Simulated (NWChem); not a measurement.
System: CH$_{3}$F$_{3}$OSi; SMILES O[Si](F)(F)CF

Input file for NWChem:

```
start job
memory heap 200 mb stack 900 mb global 1100 mb
geometry units angstroms
  O     -1.229951     0.475817     1.014108
  Si    -0.304126    -0.217752    -0.085878
  F     -0.507773    -1.784508     0.079630
  F     -0.852493     0.075127    -1.555944
  C      1.541469     0.231283     0.004348
  F      1.710460     1.419125     0.698366
  H     -1.094422     1.359667     1.347935
  H      1.991357     0.387252    -0.978545
  H      2.131773    -0.517283     0.537757
end
basis spherical
  * library def2-svp
end
dft
  xc pbe0
  iterations 150
end
driver
  maxiter 120
end
task dft optimize
task dft freq
```

The level has its own optimisation; frequencies are unscaled.

Predict the main results of this run. (PBE0/def2-SVP.) Quantities: r O–Si (Å); r H–O (Å); r F–Si (Å); r C–Si (Å); highest harmonic frequency (cm⁻¹); lowest (cm⁻¹); zero-point energy (kcal/mol); dipole (D).


```
Item                               Result
---------------------------------  ------
r O–Si (Å)                          1.631
r H–O (Å)                           0.964
r F–Si (Å)                          1.607
r C–Si (Å)                          1.879
highest harmonic frequency (cm⁻¹)    3903
lowest (cm⁻¹)                          34
zero-point energy (kcal/mol)         31.9
dipole (D)                           2.23
```
